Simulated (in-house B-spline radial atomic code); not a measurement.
Configurations of the holmium ion Ho³⁺, with energies counted from [Xe] (4f5/2)6 (4f7/2)4. Level of theory: Dirac-Hartree-Fock, average of each configuration as written, Fermi nucleus of rms radius 5.2022 fm; calculated with a radial B-spline atomic code at the basis-set limit. Energies include first-order Breit, QED and recoil terms.

Occupations are held fixed; configurations that lie above the ionisation limit could autoionise.

```
                                             configuration  E - E(ref) (eV)  highest orbital  its <r> (bohr)
                                    [Xe] (4f5/2)3 (4f7/2)7           3.4059            4f5/2          0.7605
                           [Xe] (4f5/2)1 (4f7/2)8 (7d3/2)1           33.612            7d3/2           8.086
[Kr] 4d10 (4f5/2)4 (4f7/2)6 5s2 (5p1/2)1 (5p3/2)4 (7d5/2)1           57.823            7d5/2           8.168
[Kr] 4d10 (4f5/2)5 (4f7/2)5 5s2 (5p1/2)1 (5p3/2)4 (9g7/2)1           63.477            9g7/2            27.8
 [Kr] (4d3/2)4 (4d5/2)5 (4f5/2)6 (4f7/2)4 5s2 5p6 (7p1/2)1           190.51            7p1/2           6.195
```

(1) Order these further configurations by energy, lowest first.
A. [Kr] (4d3/2)3 (4d5/2)6 (4f5/2)2 (4f7/2)8 5s2 5p6 6s1
B. [Xe] (4f5/2)3 (4f7/2)6 (6g9/2)1
C. [Xe] (4f5/2)2 (4f7/2)8
D. [Kr] 4d10 (4f5/2)2 (4f7/2)8 5s2 (5p1/2)2 (5p3/2)3 (9p1/2)1
E. [Kr] (4d3/2)4 (4d5/2)5 (4f5/2)3 (4f7/2)8 5s2 5p6

(2) How far above the reference does [Kr] 4d10 (4f5/2)5 (4f7/2)5 5s2 (5p1/2)1 (5p3/2)4 7s1 lie?

Results:

(1) C (2.7666 eV), B (38.398 eV), D (55.655 eV), E (169.78 eV), A (183 eV).

(2) 51.293 eV; its least bound orbital is 7s1/2 with <r> = 5.575 bohr.
